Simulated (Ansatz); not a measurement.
`B[SiH2]C[SiH3]`, relaxed with RKS PBE-D4/def2-SVP in Ansatz 0.2.0 from a rough embedded geometry. The force threshold is 0.03 eV/Å; the program also tests the step.

The species carries charge 0 and has multiplicity 1.

Start:

```xyz
13

B     1.741    1.047    1.540
Si    0.172    0.921    0.504
C     0.105   -0.758   -0.237
Si   -1.394   -0.977   -1.367
H     2.580    1.911    1.330
H     1.950    0.340    2.511
H     0.219    1.915   -0.581
H    -0.984    1.112    1.316
H     1.009   -0.984   -0.871
H     0.079   -1.571    0.553
H    -1.405    0.055   -2.361
H    -2.611   -0.761   -0.478
H    -1.459   -2.251   -1.861
```

**Question.** By how much does the energy fall, and how many steps does the optimiser take? (Best estimate.)

**Answer.** The calculation gave: 60.62 kJ/mol, in 19 steps, 3 of them rejected.

**Question.** Which bonds change most? (Best estimate.)

**Answer.** The calculation gave: Si4–H13 from 1.368 to 1.507 Å; B1–Si2 from 1.884 to 2.013 Å; Si2–H8 from 1.425 to 1.519 Å; Si4–H11 from 1.433 to 1.506 Å.

**Question.** Give the relaxed structure. (An estimate is asked.)

**Answer.** The calculation gave: 
```xyz
13

B     1.861    1.129    1.699
Si    0.322    0.921    0.418
C     0.067   -0.816   -0.310
Si   -1.512   -1.023   -1.335
H     2.278    2.237    1.986
H     2.370    0.177    2.265
H     0.370    1.935   -0.701
H    -0.890    1.287    1.257
H     0.943   -1.069   -0.946
H     0.056   -1.551    0.524
H    -1.519   -0.053   -2.486
H    -2.723   -0.755   -0.481
H    -1.623   -2.419   -1.892
```
